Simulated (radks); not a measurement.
Results of a calculation; reference values are marked as such.
Q: Species: Lu22+. Configuration: [Kr] 4d10 4f3. Level of theory: scalar-relativistic Kohn-Sham, r2SCAN, spin-polarised, spherical densities, finite nucleus; open shells are filled with parallel spins first (spin-orbit coupling, left out, can overturn this in heavy ions); meta-GGA in the generalised Kohn-Sham scheme; Fermi nuclear charge, rms radius 5.37 fm (a radial shooting solver on a logarithmic mesh with Libxc functionals). Some entries of the table are withheld. Estimate them.

orbital,occ.,eigenvalue (hartree),<1/r> (bohr^-1),<r^2> (bohr^2)
1s down,1,-2350.392,82.19,0.0005123
1s up,1,-2350.391,82.19,0.0005123
2s up,1,-420.7934,19.19,0.007923
2s down,1,-420.7924,19.19,0.007923
2p up,3,-372.9285,17.55,0.006501
2p down,3,-372.9273,17.55,0.006501
3s up,1,-114.3646,7.115,0.05143
3s down,1,-114.2330,7.122,0.05135
3p up,3,-99.92860,6.605,0.05199
3p down,3,-99.79657,6.612,0.05189
3d up,5,-82.58631,6.239,0.04328
3d down,5,-82.48492,6.246,0.04316
4s up,1,-40.71575,3.134,0.2376
4s down,1,-40.49689,3.128,0.2382
4p up,3,(1),2.903,0.2609
4p down,3,(2),2.896,0.2616
4d up,5,-29.21079,2.660,0.2816
4d down,5,-28.99665,2.653,0.2827
4f up,3,-22.07464,2.380,(3)
4f down,0,-21.83560,2.375,(4)

A: 
(1) 4p up eigenvalue (hartree): -35.71498
(2) 4p down eigenvalue (hartree): -35.50315
(3) 4f up <r^2> (bohr^2): 0.2816
(4) 4f down <r^2> (bohr^2): 0.2834
